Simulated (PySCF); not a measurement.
# Converging GeSb in the basis (PBE0)

PySCF, UKS reference; doublet, unpaired electrons π ↑; De to Ge + Sb without counterpoise correction.

```
     basis                           relativity  functions  Re (Å)  ωe (cm⁻¹)  De (eV)  μ (D)
cc-pVDZ-PP  scalar-relativistic core potentials         46   2.450        289     2.53  -0.48
  def2-SVP  scalar-relativistic core potentials         58   2.445        292     2.58  -0.30
x2c-SVPall                        spin-free X2C         68   2.436        296     2.64  -0.32
```

Q: How does each smaller set differ from the one with most functions, x2c-SVPall?

A: cc-pVDZ-PP: +1.4 pm, -2.4 % in ωe, -0.11 eV in De; def2-SVP: +0.9 pm, -1.4 % in ωe, -0.06 eV in De. All at PBE0; the set with most functions is neither the basis-set limit nor always the best. The rows treat relativity differently, so the differences are not basis effects alone.

A positive dipole means Ge(−)Sb(+). These are scalar-relativistic numbers at best; spin–orbit coupling would shift them, the dissociation energy most. The state was picked by a PBE0 search and need not be the measured ground state.
